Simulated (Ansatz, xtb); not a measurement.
## Ranking isomers of BF2H2Si

6 gas-phase structures of BF2H2Si, found in a search over its isomers (lower ones may exist). Each was relaxed with GFN2-xTB; where two conformers were screened, the lower at r2SCAN-D4/def2-SVP is listed:

A. `FB(F)[SiH2]`, a doublet
B. `[BH][SiH](F)F`, a doublet
C. a doublet given by its coordinates
D. `B[Si](F)F`, a doublet
E. `FB[SiH]F`, a doublet
F. `F[B][SiH2]F`, a doublet

C (Å):

| atom | x (Å) | y (Å) | z (Å) |
| --- | --- | --- | --- |
| B | 0.6219 | -0.4639 | -0.4987 |
| F | 0.1698 | 0.4520 | 0.4493 |
| F | -1.1539 | 0.9788 | -2.3687 |
| Si | 0.4389 | 0.6852 | -2.1918 |
| H | 1.7602 | -0.7542 | -0.3161 |
| H | -0.1413 | -1.3707 | -0.6371 |

Close contacts (Å): B1–F2 1.39, B1–Si4 2.05, F3–Si4 1.63, B1–H5 1.19, B1–H6 1.19.

**Question.** Which do you expect lowest at r2SCAN-D4/def2-SVP, and how would the others follow?

**Answer.** Calculated order at r2SCAN-D4/def2-SVP: A (0.0), D (71.5), E (80.8), F (140.5), C (168.4), B (171.6) kJ/mol. Less than 1 kcal/mol parts C and B, so the order within that pair means little.

Energies above the lowest of each column, in kJ/mol; the last columns are at B3LYP-D3(BJ)/6-311G** geometries and were run for some of them only (a dash: not run or not comparable):

| structure | GFN2-xTB | HF/STO-3G | r2SCAN-D4/def2-SVP | B3LYP-D3(BJ)/6-311G** | CCSD(T)/def2-SVP + ΔMP2/def2-TZVPP |
| --- | --- | --- | --- | --- | --- |
| A | 84.2 | 0.0 | 0.0 | 0.0 | 0.0 |
| D | 0.0 | 251.2 | 71.5 | 47.3 | 19.5 |
| E | 41.6 | 160.9 | 80.8 | 58.0 | 50.2 |
| F | 165.1 | 174.9 | 140.5 | – | – |
| C | 101.2 | 210.4 | 168.4 | – | – |
| B | 149.6 | 333.8 | 171.6 | – | – |

CCSD(T)/def2-SVP + ΔMP2/def2-TZVPP puts A lowest of those it was run on; GFN2-xTB picks D. Flexible structures stand in one conformer each, not always the lowest. Frequencies (B3LYP-D3(BJ)/6-311G**) were run for A, D, E alone. The ΔMP2 step shifts differences by up to 60.8 kJ/mol, which makes them less sure. Open shells are spin-unrestricted. ΔMP2 is the change of the MP2 energy from the smaller to the larger basis.

Over these structures GFN2-xTB departs from r2SCAN-D4/def2-SVP by 46.4 kJ/mol on average once a common shift is removed. A GFN2-xTB relaxation took about 0.14 s and the r2SCAN-D4/def2-SVP energy about 2 s on a shared host (Ansatz 0.2.0, xtb 6.7.1 (Pople sets with spherical d functions)).
